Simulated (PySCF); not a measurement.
From computed data to an observable: oscillator strength and radiative lifetime

CH₄ClFOSi₂, SMILES O=C([SiH3])[Si@@H](F)Cl.

Coordinates come from a TPSSh-D3(BJ)/def2-SVP optimisation. The structure was generated by enumeration; whether it is a known compound was not checked. One conformer was computed; it need not be the lowest.

PySCF 2.14.0 with TDDFT-PBE/def2-SVPD puts the first singlet state with f over 0.02 at 5.30 eV (vertical), with the transition dipole (0.359, -0.510, -0.140) in atomic units.

Task: Find the oscillator strength, the wavelength and the radiative lifetime that this transition would have in vacuum if emission retraced absorption.

Result: 
|μ|² = 0.4086 au, so |μ| = 1.62 D. ΔE = 5.30/27.211 = 0.1948 hartree. f = (2/3) ΔE |μ|² = 0.053 (the program prints 0.053).
λ = 1239.84/5.30 = 234 nm; ν = 42747 cm⁻¹.
Einstein's coefficient A = 0.6670 ν² f s⁻¹ (ν in cm⁻¹) = 6.5e7 s⁻¹, so τ = 1/A = 15 ns. This state is S7; the lower singlets have f = 0.000, 0.001, 0.004, 0.013, 0.003, 0.004. The figure is the radiative limit of this one transition; relaxation, internal conversion, crossing to triplets and a medium change what is measured.
